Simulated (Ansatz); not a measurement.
`[OH][GeH]([F])[F]` + NH₃ → `[NH2][GeH]([OH])[F]` + H–F at 500 K and 1 bar (ligand exchange at a Ge–F bond).

Program: Ansatz. Geometries: PBE0-D4/def2-TZVP. ΔE: electronic, gas phase. CCSD(T)/CBS is the MP2 limit (def2-TZVPP, def2-QZVPP) plus CCSD(T) − MP2 in def2-TZVPP, frozen cores. This one scheme is used for every species. For Ge outer-core shells are correlated without core-valence functions, which leaves a few kJ/mol of doubt a bond. Scalar relativity is left out up to krypton. One conformer a species, not always the lowest.

| species | CCSD(T)/CBS energy (Eh) | H − E (kJ/mol) | S (J/(mol·K)) |
| --- | --- | --- | --- |
| `[OH][GeH]([F])[F]` | -2352.17909 | 105.1 | 360.9 |
| NH₃ | -56.50880 | 108.2 | 211.8 |
| `[NH2][GeH]([OH])[F]` | -2308.27492 | 173.0 | 384.2 |
| H–F | -100.39570 | 39.4 | 188.7 |

H − E and S are ideal-gas, rigid-rotor, harmonic terms from PBE0-D4/def2-TZVP, for one conformer and one mirror image of each species. 1 Eh = 2625.50 kJ/mol, R = 8.31446 J/(mol·K).

Question: By hand: ΔE, ΔH, ΔS and ΔG.

Answer: ΔE = (-2308.27492) + (-100.39570) − (-2352.17909) − (-56.50880) = 0.01727 Eh = 45.3 kJ/mol. Δ(H − E) = 173.0 + 39.4 − 105.1 − 108.2 = -0.9, so ΔH = 44.4 kJ/mol. ΔS = 384.2 + 188.7 − 360.9 − 211.8 = 0.2 J/(mol·K). ΔG = 44.4 − 500 × (0.2)/1000 = 44.3 kJ/mol.

Question: By hand: the equilibrium constant, and the temperature at which ΔG would vanish if ΔH and ΔS stayed fixed.

Answer: log₁₀ K = −ΔG/(RT ln 10) = -4.6. ΔG = 0 at ΔH/ΔS = 222000 K, far beyond where these terms or the molecules hold.

The number of gas molecules stays the same, so ΔS is small and ΔH decides. A doubt of 5 kJ/mol in ΔE shifts log₁₀ K by 0.5 here. Other conformers and mirror images would add mixing entropy, several J/(mol·K) or more a flexible species. These are equilibria of isolated gas molecules and say nothing of rates. Largest T1 diagnostic: 0.012 (customary marks: 0.02 for closed shells, 0.045 for open ones).
